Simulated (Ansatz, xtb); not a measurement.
C2H5B2−: where a starting geometry ends

The starting geometry of this gas-phase singlet was built from a drawn formula by distance geometry and a force field; its bonds are those of `C[B-]1=BC1`.

```xyz
9

C    -0.6757   -0.3940   -0.5832
C     1.3933    0.5114    1.4613
B     0.5871    0.2315    0.1468
B     1.8082    0.9340    0.1331
H    -0.7431   -1.4796   -0.3607
H    -1.6303    0.0751   -0.1539
H    -0.6585   -0.1674   -1.6665
H     0.7931    1.1321    2.1790
H     1.6663   -0.4111    1.9671
```

Predict what it relaxes into with r2SCAN-D4/def2-SVPD.

A bond breaks, leaving `C=[B-]=BC`. Contacts that open: C2–B3 (1.57 → 2.97 Å).

The energy falls by 2.14 eV over 25 steps:

```
step  E − E(last) (eV)
   1             2.139
   4             1.071
   6             0.903
   9             0.535
  12             0.097
  14             0.038
  17             0.023
  20             0.009
  22             0.000
  25             0.000
```

Final geometry (Å):

```
atom    x (Å)    y (Å)    z (Å)
   C  -1.0387  -0.5304  -1.0526
   C   1.8898   0.7427   2.1094
   B   0.0406  -0.3499   0.0620
   B   0.9306   0.3271   1.1142
   H  -1.2892  -1.5615  -1.3712
   H  -1.9920   0.0038  -0.8639
   H  -0.6034  -0.0339  -1.9445
   H   1.9300   1.7517   2.5516
   H   2.6728   0.0822   2.5181
```

From the same start GFN2-xTB reaches the same bonding as this run.

No frequencies were run, so the end isn't proven a minimum. Run with Ansatz 0.2.0, 110 s on 2 threads of Arm Neoverse N1, with other jobs on the host.
